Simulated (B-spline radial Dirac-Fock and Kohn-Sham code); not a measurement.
## Satellites and hypersatellites of the K lines of Ce⁵⁺

System: Ce⁵⁺ in the configuration 1s2 2s2 2p6 3s2 3p6 3d10 4s2 4p6 4d10 5s2 5p5.

Input file task.json (cfg lists n, l and occupation; rrms is the nuclear radius in fm):

```json
{"items": [{
  "Z": 58,
  "q": 5,
  "cfg": [[1, 0, 2], [2, 0, 2], [2, 1, 6], [3, 0, 2], [3, 1, 6], [3, 2, 10], [4, 0, 2], [4, 1, 6], [4, 2, 10], [5, 0, 2], [5, 1, 5]],
  "A": 140,
  "rrms": 4.8771,
  "do": ["binding", "quiet", "double"]
}]}
```

Launch: `python xray_run.py task.json out`

These are calculated numbers from a radial finite-basis atomic code; the model is relaxed Dirac-Fock hole states (ΔSCF) with Breit and QED corrections and a finite nucleus. Each two-hole energy is an average over J within one jj subconfiguration, not an observable level; in light atoms, where LS coupling holds, the j-resolved values are not observed lines, and for a K spectator the Kα1 hypersatellite is nearly forbidden. Electron correlation is not included.

Lines without a spectator: Kα2 (K-L2) 34275.2 eV, Kα1 (K-L3) 34716.2 eV, Kβ3 (K-M2) 39162.9 eV, Kβ1 (K-M3) 39251.3 eV. Shifts in eV with one spectator hole (a dash: not computed, or left out as unreliable):

| spectator hole | Kα2 | Kα1 | Kβ3 | Kβ1 |
| --- | --- | --- | --- | --- |
| K (1s) | +696.7 | +727.4 | +893.8 | +900.6 |
| L2 (2p1/2) | +80.5 | +103.6 | – | +212.8 |
| L3 (2p3/2) | +72.9 | +75.0 | +179.7 | – |
| M2 (3p1/2) | – | +13.31 | +28.99 | +34.9 |
| M3 (3p3/2) | +8.86 | – | +28.03 | +27.73 |
| M4 (3d3/2) | +2.01 | -1.14 | – | – |
| M5 (3d5/2) | -1.94 | +0.60 | – | – |

Run: 65 s of CPU time on 1 thread of Neoverse-N1 (shared host), peak memory 0.47 GiB.
